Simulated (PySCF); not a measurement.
# Polarisability and C₆ of Re²⁺ (rhenium, charge +2)

[Xe] 4f14 5d5, high-spin 6S determinant. Calculation: PySCF 2.14, in aug-cc-pwCVTZ-PP with ECP60MDF (8s8p7d4f3g, 122 functions); a scalar-relativistic core potential. Coupled (time-dependent) response in atomic units; α is the mean over directions.

```tsv
method	mean α (bohr³)	C₆ (like pair)	S(−4)
BLYP	12.45	76.78	56.48
```

S(−4) is the Cauchy moment in α(ω) = α(0) + S(−4) ω² + …

α(iu) at BLYP:

```csv
u (hartree),α(iu) (bohr³)
0,12.45
0.0500,12.31
0.100,11.93
0.200,10.73
0.300,9.410
0.500,7.266
0.750,5.472
1.00,4.273
1.50,2.803
2.00,1.966
3.00,1.102
5.00,0.4744
```

For an ion, C₆ is the dispersion term alone; charge-induced terms of lower order in 1/R come first.

Energies and moments cover only the electrons outside the core potential. Spin-orbit coupling, which splits the p, d and f shells strongly at this Z, is absent.
